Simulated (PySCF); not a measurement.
Simulation results for CH$_{4}$Al

Computed with PySCF 2.14.0. Calculation on a computer-drawn molecule: vertical ionisation energy to the stated ion spin, frozen-core CCSD(T) at the basis limit and cheaper methods, single-reference cases, UHF for radicals, no spin-orbit; all values are single points at the evaluated structure, the first of each entry, which is the reference or a displaced copy of it and isn't optimised; the reference structure only sets the zero of the energies above reference; triples share is (T) over the correlation energy.

```json
{"formula": "CH4Al", "evaluated_structure": {"atoms_angstrom": [["C", -1.8093, 1.6249, -1.2386], ["Al", -1.173, 3.3238, -0.5609], ["H", -1.4799, 0.8053, -0.5955], ["H", -2.8678, 1.5805, -1.2389], ["H", -1.3153, 1.5059, -2.2758], ["H", -0.7173, 4.6746, 0.1047]]}, "reference_structure": {"atoms_angstrom": [["C", -1.7868, 1.6506, -1.2525], ["Al", -1.2062, 3.3312, -0.5319], ["H", -1.4517, 0.8315, -0.61], ["H", -2.8784, 1.6273, -1.3159], ["H", -1.3707, 1.5084, -2.2538], ["H", -0.7385, 4.6849, 0.0488]]}, "given": {"charge": 1, "multiplicity": 1, "ion_multiplicity": 2, "diffuse_functions": "no", "basis": "cc-pV(n+d)Z", "reference_is": "the Hartree-Fock double-zeta minimum", "best_is": "HF at quadruple zeta + MP2 correlation extrapolated from triple and quadruple zeta + CCSD(T) minus MP2 at triple zeta", "basis_step_is": "the size of the change from the same recipe one zeta lower", "drawn_bonds_atom": [1, 1, 1, 1, 2], "drawn_bonds_other_atom": [2, 3, 4, 5, 6], "drawn_bonds_order": [1, 1, 1, 1, 1]}, "results": {"ionisation_energy_best [eV]": 17.49, "ionisation_energy_basis_step [eV]": 0.02794, "energy_above_reference_best [kcal/mol]": 2.873, "energy_above_reference_basis_step [kcal/mol]": 0.02889, "triple_zeta_method": ["HF", "PBE", "r2SCAN", "B3LYP", "wB97X", "MP2", "CCSD", "CCSD(T)"], "triple_zeta_ionisation_energy [eV]": [16.31, 17.12, 17.12, 17.26, 17.35, 17.48, 17.33, 17.38], "triple_zeta_energy_above_reference [kcal/mol]": [3.274, 2.456, 2.881, 2.84, 3.071, 3.031, 2.895, 2.804], "ionisation_energy_Koopmans_at_triple_zeta [eV]": 17.62, "ionisation_energy_EOM_CCSD_at_triple_zeta [eV]": 17.43, "total_energy_HF_triple_zeta [hartree]": -281.8646, "total_energy_CCSD(T)_triple_zeta [hartree]": -282.1369, "total_energy_best [hartree]": -282.1668, "T1_diagnostic_at_triple_zeta": 0.01022, "D1_diagnostic_at_triple_zeta": 0.01849, "ion_T1_diagnostic_at_triple_zeta": 0.02417, "ion_D1_diagnostic_at_triple_zeta": 0.07734, "ion_spin_squared_at_triple_zeta": 0.8174, "triples_share_at_triple_zeta": 0.03253, "basis_functions_triple_zeta": 125}}
```
